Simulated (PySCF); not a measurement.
Species: C₂H₉BGeS.
SMILES with atom numbers: `[CH3:1][S:2][BH:3][GeH2:4][CH3:5]` (hydrogens: H6, H7, H8 on C1; H9 on B3; H10, H11 on Ge4; H12, H13, H14 on C5)

Structure used (PBE0-D3(BJ)/def2-SVP), in Å, numbered top down from 1:
```
atom  x, y, z in Å
C1     2.024    0.740   -0.890
S2     2.258   -0.282    0.594
B3     0.751   -1.140    0.877
Ge4   -0.969   -0.962   -0.251
C5    -1.933    0.686    0.220
H6     1.749    0.117   -1.751
H7     1.249    1.499   -0.721
H8     2.978    1.242   -1.095
H9     0.808   -1.843    1.858
H10   -0.655   -0.906   -1.767
H11   -1.912   -2.165   -0.032
H12   -2.242    0.656    1.275
H13   -2.828    0.796   -0.407
H14   -1.290    1.566    0.074
```

Method: PBE0-D3(BJ)/def2-SVP geometry optimisation, gas phase in PySCF 2.14.0.

Masses are those of the commonest isotopes; rigid-rotor values at the optimised geometry. The values belong to one conformer with, in the numbering `[CH3:1][S:2][BH:3][GeH2:4][CH3:5]`, C1–S2–B3–Ge4 -2°, S2–B3–Ge4–C5 -78°.

(1) What are A, B and C (GHz)?

(2) What kind of rotor is it?

(3) What does the inertial defect say?

(4) Where do the levels up to J = 3 lie, in MHz?

(5) Which lines would a microwave search look for?

Results:

(1) Ia = 113.21, Ib = 414.54, Ic = 451.83 u·Å²; 505379 MHz·u·Å²/I gives 4464, 1219 and 1119 MHz, that is A = 4.4642, B = 1.2191, C = 1.1185 GHz.

(2) A near-prolate asymmetric top; Ray's κ = -0.940.

(3) Not planar: Δ = Ic − Ia − Ib = -75.91 u·Å². For a rigid frame Δ = −2 Σ m c², so Σ m c² = 37.95 u·Å² lies off the ab plane: 12.60 from hydrogen and 25.35 from heavier atoms. The atom farthest from that plane is 1.97 Å away.

(4) Above 0(0,0):
J = 1: 1(0,1) 2338, 1(1,1) 5583, 1(1,0) 5683
J = 2: 2(0,2) 7011, 2(1,2) 10157, 2(1,1) 10459, 2(2,1) 20195, 2(2,0) 20197
J = 3: 3(0,3) 14014, 3(1,3) 17018, 3(1,2) 17622, 3(2,2) 27208, 3(2,1) 27219, 3(3,1) 43686, 3(3,0) 43686
The levels of one J sum to (2J + 1)J(J + 1)(A + B + C)/3.

(5) The dipole components are |μa| = 0.27 D, |μb| = 1.73 D, |μc| = 0.23 D. Intensities carry the squares of the components, which stand as 0.02 : 1.00 : 0.02 (a : b : c). Some of the stronger lines:

```csv
type,branch,"J(Ka,Kc)",MHz,lower level (cm⁻¹)
b,Q,"1(1,0) ← 1(0,1)",3346,0.078
b,Q,"2(1,1) ← 2(0,2)",3449,0.234
b,R,"3(0,3) ← 2(1,2)",3857,0.339
b,R,"2(1,2) ← 1(0,1)",7820,0.078
b,Q,"3(2,2) ← 3(1,3)",10190,0.568
b,R,"2(2,1) ← 1(1,0)",14511,0.190
b,Q,"3(3,1) ← 3(2,2)",16479,0.908
b,R,"3(2,1) ← 2(1,2)",17062,0.339
b,R,"3(3,1) ← 2(2,0)",23489,0.674
b,R,"3(3,0) ← 2(2,1)",23492,0.674
```

Whether it is a minimum is left open (no frequencies). These are rigid-rotor constants of the computed structure; measured ground-state constants (B0) also hold zero-point vibration. A rigid rotor knows nothing of internal rotation, which can split or shift real lines. Quadrupole hyperfine structure (11B) is left out.

The run took 66 s wall on an Arm Neoverse V1 with one thread, shared host with 32 logical CPUs at a one-minute load of 24, and the process peaked at 0.57 GiB of memory. That covers the optimisation of the geometry.
